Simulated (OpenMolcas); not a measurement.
## V²⁺: effect of the level shift or regulariser

```
Program             : OpenMolcas 26.06
Basis               : ANO-RCC-VQZP [7s6p4d3f2g1h]
Scalar Hamiltonian  : DKH2, point nucleus
Active space        : 3 electrons in 5 orbitals (3d)
State averaging     : 2S+1 = 4 even, 10 roots; 2S+1 = 2 even, 40 roots
Spin-orbit coupling : RASSI with atomic mean-field integrals over the reference wave functions, term energies averaged over their components
```

Methods on the same reference wave functions:
A. CASSCF
B. MS-CASPT2, IPEA 0.25 Eh, imaginary shift 0.1 Eh (closed shells correlated: 3s 3p)
C. MS-CASPT2, IPEA 0.25 Eh, imaginary shift 0.3 Eh (closed shells correlated: 3s 3p)

Energies in cm⁻¹ above 3d³ ⁴F_3/2, the measured ground level; measured values from Sugar and Corliss, J. Phys. Chem. Ref. Data 7, 1191 (1978).

| Level | A | B | C | Measured |
| --- | --- | --- | --- | --- |
| 3d³ ⁴F_3/2 | 0.0 | 0.0 | 0.0 | 0.0 |
| 3d³ ⁴F_5/2 | 154 | 155 | 155 | 146 |
| 3d³ ⁴F_7/2 | 366 | 367 | 367 | 342 |
| 3d³ ⁴F_9/2 | 632 | 633 | 633 | 584 |
| 3d³ ⁴P_1/2 | 14857 | 12160 | 12150 | 11514 |
| 3d³ ⁴P_3/2 | 14932 | 12220 | 12220 | 11592 |
| 3d³ ²G_7/2 | 14990 | 11620 | 11660 | 11966 |
| 3d³ ⁴P_5/2 | 15104 | 12410 | 12400 | 11770 |
| 3d³ ²G_9/2 | 15217 | 11850 | 11890 | 12187 |
| 3d³ ²P_1/2 | 19798 | 15270 | 15410 | 15580 |
| 3d³ ²H_9/2 | 19818 | 16800 | 16800 | 16811 |
| 3d³ ²P_3/2 | 19904 | 15310 | 15430 | 15550 |
| 3d³ ²H_11/2 | 19994 | 16980 | 16980 | 16978 |
| 3d³ ²D_3/2(1) | 21502 | 16240 | 16310 | 16330 |
| 3d³ ²D_5/2(1) | 21684 | 16350 | 16410 | 16375 |
| 3d³ ²F_7/2 | 34211 | 27910 | 27940 | 27728 |
| 3d³ ²F_5/2 | 34309 | 28010 | 28040 | 27847 |
| 3d³ ²D_5/2(2) | 53377 | 43410 | 43460 | 42267 |
| 3d³ ²D_3/2(2) | 53494 | 43550 | 43590 | 42371 |

Deviations, from unrounded energies. A percentage is the sum of absolute deviations over the sum of measured energies, with the sign that they share, or ± where signs differ.

```tsv
Against measurement	Levels	A	B	C
mean absolute deviation (cm-1)	18	4200	330	320
fine structure of the ground term (%)	3	+7.5	+7.9	+7.9
other terms of the ground configuration (%)	15	+25.7	±2.0	±1.9
```

B, C lie about equally close to measurement and A furthest from it. The largest miss of C in the table is 3d³ ²D_3/2(2), by +1200 cm-1. The ranking rests on the paired levels alone, and a cruder setting can come out closer through cancelling errors.

Between B and C the level of the table that moves most is 3d³ ²P_1/2, by 140 cm-1 (lowest in B, highest in C). Moves below CASPT2's spread within the term are not significant.

The mean deviations of B to C differ by less than CASPT2's widest spread within a term (830 cm-1), so their order carries little weight.

From A to B the spin-free energies of the other terms of 3d³ shown, above ⁴F, scale by factors of 0.75 to 0.85, as is usual when dynamic correlation screens the repulsion within a d or f shell.

The lowest spin-free term lies below A's lowest term by 0.378 hartree in B, 0.378 hartree in C.

CASPT2 breaks the degeneracy within a term, and the mean is taken; among the terms shown or strongly mixed into the levels shown the widest spread is 830 cm-1 (3d³ ⁴F, B). Without dynamic correlation excited terms often stand tens of per cent too high (terms of higher spin than the ground term too low), and those without a measured partner can miss by more than the paired ones (holds for A). Some levels mix across a computed gap that differs much from the measured one, so their mixing is not that of the real levels (holds for A). Computed and measured levels are paired by configuration, term and J; levels that our copy of the source lacks, or whose pairing is in doubt (as where it misses far off the trend of its configuration), stay unpaired and out of the deviations. Only configurations of the active space appear.

A number in round brackets counts repeated terms of one configuration in the order of the reference energies.
